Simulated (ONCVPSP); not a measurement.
# What one change does to a pseudopotential (Sb (Z = 51), ONCV)

```json
{
 "Element": "Sb",
 "Generator": "ONCVPSP 4.0.1",
 "Type": "optimised norm-conserving Vanderbilt (ONCV)",
 "Functional": "LDA (Perdew-Zunger)",
 "Relativity": "non-relativistic",
 "Frozen core": "[Kr]",
 "Valence charge": "15",
 "Reference configuration": "4d10 5s2 5p3",
 "Partial waves": "5s: rc 1.70 bohr, ncon 5, nbas 10, qcut 3.9 1/bohr, 2 projectors, debl 3.3 Ha; 5p: rc 2.55 bohr, ncon 4, nbas 8, qcut 3.9 1/bohr, 2 projectors, debl 1.3 Ha; 4d: rc 1.20 bohr, ncon 4, nbas 9, qcut 11.2 1/bohr, 2 projectors, debl 2.5 Ha",
 "Local potential": "polynomial inside 0.95 bohr (lpopt 4, dvloc0 0 Ha)",
 "Core correction": "Teter function, fcfact 3.75, rcfact 1"
}
```

Change: p: debl 4.85.

Cutoffs: the cutoffs (Ha) at which the residual kinetic energy of the hardest occupied pseudo-wave falls to 1 and 0.1 mHa per electron; they do not see the model core or the augmentation charge, which bear on the density cutoff. Errors are all-electron minus pseudo energies relative to the spin-unpolarised reference configuration.

Question: Predict the effect on cutoff, ghosts and configuration errors.

Answer: The potential gets neither clearly harder nor softer (83 Ha and 103 Ha → 83 Ha and 103 Ha); the bound ghosts move from p, s to s; the lowest positive-energy flag moves from s at 274.7 eV to p at 58.5 eV; of the 4 tests that both files solve, the error grows in 3 and shrinks in 0 by more than 15 % and 0.3 meV (median size 0.6 → 1.2 meV); the range in which the p phases agree narrows (upper end at the end of the scan → 1.5).

```tsv
quantity	base	changed
cutoff, loose	83 Ha	83 Ha
cutoff, tight	103 Ha	103 Ha
bound ghosts	s, p	s
GHOST(+) flags under 300 eV	s at 274.7 eV	p at 58.5 eV, s at 274.7 eV
error for 4d10 5s2 5p2, meV [ΔE 8.56 eV]	-0.2	+1.0
error for 4d10 5s2 5p1, meV [ΔE 24.80 eV]	-0.3	+3.4
error for 4d10 5s2 5p0, meV [ΔE 49.49 eV]	+1.2	+1.2
error for 4d10 5s1 5p4, meV [ΔE 7.16 eV]	+0.8	+1.2
s: phases at 1.72 bohr within 0.05 rad from the reference energy up to (Ha; the scan ends near 5)	to the end of the scan	to the end of the scan
p: phases at 2.59 bohr within 0.05 rad from the reference energy up to (Ha; the scan ends near 5)	to the end of the scan	1.5
d: phases at 1.22 bohr within 0.05 rad from the reference energy up to (Ha; the scan ends near 5)	to the end of the scan	to the end of the scan
rms error of d²Exc/dni dnj with the model core, mHa	3.80	3.80
```

 A true bound ghost makes a file unfit for plane-wave use even where its test errors are small: the radial tests pick states by their node count and pass the ghost by.
